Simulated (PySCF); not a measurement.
C₆ coefficients of unlike pairs at revPBE

Calculated with PySCF 2.14 from the dipole response of each species, C₆(A,B) = (3/π) ∫ α_A(iu) α_B(iu) du, in atomic units, from isotropic polarisabilities. For ions this is the dispersion term alone; charge-induced terms of lower order in 1/R come first.

| species | configuration | basis | relativity | α (bohr³) | C₆ (like pair) |
| --- | --- | --- | --- | --- | --- |
| Zr(2+) | [Kr] 4d2 (3F) | dyall-av2z (22s15p11d2f) | none | 11.81 | 58.30 |
| Tl+ | [Xe] 4f14 5d10 6s2 (1S) | aug-cc-pwCVTZ-PP with ECP60MDF (8s7p6d4f1g) | core potential | 20.19 | 163.4 |
| F+ | [He] 2s2 2p4 (3P) | aug-cc-pVQZ (6s5p4d3f2g) | none | 1.891 | 3.549 |

Estimate C₆ for F+ with Zr(2+).

The integral gives 13.75. The combination rule 2 C_A C_B / (C_A α_B/α_A + C_B α_A/α_B) gives 13.14 and the geometric mean 14.38.

No spin-orbit coupling is included.

The other pairs:

```json
{"pair": "F+, Tl+", "C₆": "22.73"}
{"pair": "Tl+, Zr(2+)", "C₆": "97.46"}
```
